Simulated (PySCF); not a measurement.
**Fine-structure interval of Tm⁶⁴⁺ by level of theory**

Tm⁶⁴⁺ [He] 2s2 2p1 [2p1/2^1, M_J = 1/2] → Tm⁶⁴⁺ [He] 2s2 2p1 [2p3/2^1, M_J = 3/2], as a difference of total energies. All numbers are calculated (PySCF 2.14, the two-component X2C-1e Hamiltonian, in an uncontracted even-tempered set (17 s from 48 bohr⁻², ratio 2.4; 13 p from 62 bohr⁻², ratio 2.4; 5 d from 200 bohr⁻², ratio 2.6; 4 f from 300 bohr⁻², ratio 2.6)). Correlated levels: nothing frozen; the 30 highest virtual spinors dropped. "Screened" scales the spin-orbit matrix elements by Boettger's factors to mimic the two-electron term; Breit and QED terms are absent.

| method | fine-structure interval (cm⁻¹) |
| --- | --- |
| GHF (screened spin-orbit) | 8682400 |
| GMP2 (screened spin-orbit) | 8665300 |
| GHF (bare spin-orbit) | 8967100 |
